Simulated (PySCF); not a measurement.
## Computed spin Hamiltonian

C7H8NO (doublet state).
Numbering: `[CH:1]#[C:2][C:3]1[CH2:4][CH:5]([NH:6][CH:7]=[O:8])[CH2:9]1` (hydrogens: H10 on C1; H11, H12 on C4; H13 on C5; H14 on N6; H15 on C7; H16, H17 on C9)

Cartesian coordinates in Å at the GFN2-xTB level; atoms count from 1:
```
atom  x, y, z in Å
C1     3.6737   -0.7846   -1.2631
C2     2.5653   -0.4884   -0.8529
C3     1.3309   -0.1686   -0.4006
C4     0.6631   -0.2949    0.9333
C5    -0.5454    0.4720    0.3491
N6    -1.8090   -0.2102    0.4057
C7    -2.9192    0.3487    0.9243
O8    -2.9913    1.4572    1.3896
C9     0.1477    0.4961   -1.0325
H10    4.6282   -1.0376   -1.6144
H11    1.1731    0.1904    1.7671
H12    0.4361   -1.3220    1.2315
H13   -0.7027    1.4585    0.7868
H14   -1.8442   -1.1471    0.0346
H15   -3.7850   -0.3388    0.8771
H16   -0.3571   -0.1055   -1.7934
H17    0.3287    1.4868   -1.4531
```

The hyperfine couplings belong to this conformer and change with its torsions.

Level of theory: UKS B3LYP, pcH-1 on C H N O, non-relativistic, mean-field spin-orbit, GIAO in PySCF. Geometry: GFN2-xTB, one conformer, isolated molecule. A GFN2-xTB geometry isn't a minimum of the functional, and hyperfine couplings can be far from their values at a DFT geometry. The SCF solution wasn't tested for stability.

* g1, g2, g3: 2.00217, 2.00288, 2.00317
* g_iso: 2.00274
* Form of g: rhombic: the two nearest values differ by 29 % of g3 − g1
* ⟨S²⟩: 0.7679 (exact 0.7500)
* α and β electrons: 33, 32
* HOMO–LUMO gap, α and β orbitals: 5.73, 4.71 eV
* Total energy: -401.43712 Eh
* Basis functions: 305

Hyperfine couplings atom by atom, in MHz; T1 to T3 are the principal values of the dipolar part:

| atom | isotope | a_iso | T1 | T2 | T3 | Mulliken spin population |
| --- | --- | --- | --- | --- | --- | --- |
| C1 | 13C | 43.1 | -42.7 | -31.6 | 74.3 | 0.53 |
| C2 | 13C | -62.8 | -20.7 | -1.4 | 22.1 | -0.24 |
| C3 | 13C | 71.8 | -62.3 | -60.1 | 122.4 | 0.72 |
| C4 | 13C | -28.5 | -2.0 | 0.9 | 1.1 | -0.07 |
| C5 | 13C | 4.7 | -1.1 | -0.9 | 2.0 | 0.01 |
| N6 | 14N | -0.6 | -0.1 | -0.1 | 0.1 | 0.00 |
| C7 | 13C | 0.0 | -0.2 | -0.1 | 0.3 | 0.00 |
| O8 | 17O | 0.0 | -0.1 | 0.1 | 0.1 | 0.00 |
| C9 | 13C | -28.4 | -2.0 | 0.9 | 1.1 | -0.07 |
| H10 | 1H | -40.3 | -19.1 | -1.4 | 20.5 | -0.02 |
| H11 | 1H | 77.2 | -3.3 | -2.6 | 5.9 | 0.03 |
| H12 | 1H | 89.6 | -3.3 | -2.8 | 6.1 | 0.04 |
| H13 | 1H | -3.2 | -2.0 | -1.8 | 3.8 | 0.00 |
| H14 | 1H | 0.1 | -1.5 | -1.1 | 2.6 | 0.00 |
| H15 | 1H | -0.1 | -0.4 | -0.4 | 0.8 | 0.00 |
| H16 | 1H | 89.5 | -3.3 | -2.8 | 6.1 | 0.04 |
| H17 | 1H | 77.1 | -3.3 | -2.6 | 5.9 | 0.03 |

The largest Mulliken spin populations are on C3 (+0.72), C1 (+0.53), C2 (-0.24) and C4 (-0.07). The angles at C3 add up to 360.0°, so it is planar.

Axes: g3 points within 2° of the C1–C2 bond.

Under fast tumbling the dipolar parts average out, and these isotropic splittings remain: 2 × 1H (H12/H16, I = 1/2, 3 lines) with 3.19 mT, 2 × 1H (H11/H17, I = 1/2, 3 lines) with 2.75 mT, 1 × 1H (H10, I = 1/2, 2 lines) with 1.44 mT and 1 × 1H (H13, I = 1/2, 2 lines) with 0.11 mT.

Nuclei that the bonding pattern makes equivalent are averaged, as if the motion that swaps them (rotation, inversion, ring flip) were fast.

The 13C coupling of C3 (71.8 MHz) shows only in satellite lines or after enrichment, since that isotope makes up about 1.07 % of natural carbon.

Examples of negative spin density at the nucleus (bohr⁻³): C2 (-0.0559), C4/C9 (-0.0253) and H10 (-0.0090).

On one thread of an Intel Xeon at 2.60 GHz (shared host), this took 88 s of wall time (with the writing of density and orbital grids) and 1.0 GiB of memory at its peak.
